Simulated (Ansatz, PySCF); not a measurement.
Input for Ansatz (an electronic-structure program):
Ansatz 0.2 input:
```yaml
crystal:
  periodic: [false, false, false]
  atoms:
    - {symbol: Br, position_ang: [-0.00000000, -0.00000000, -1.11909265]}
    - {symbol: Br, position_ang: [0.00000000, 0.00000000, 1.11909265]}
basis:
  gaussian:
    orbitals: STO-3G
hamiltonian:
  xc: {name: wB97X}
total_charge: 1
magnetization: {spin_polarized: true, initial_magnetization: 1}
accuracy: high
```

Question: Write the same job for PySCF.

Answer: One answer among several that fit: 
```python
from pyscf import gto, scf, dft

mol = gto.Mole()
mol.atom = '''
    Br   -0.000000   -0.000000   -1.119093
    Br    0.000000    0.000000    1.119093
'''
mol.basis = 'sto-3g'
mol.charge = 1
mol.spin = 1
mol.verbose = 3
mol.build()

mf = dft.UKS(mol)
mf.xc = 'wb97x'
mf.grids.atom_grid = (99, 590)
mf.grids.prune = None
mf.kernel()
```

Both were run: Ansatz gave -5091.821317 Eh and PySCF -5091.821317 Eh, 0.001 mEh apart.
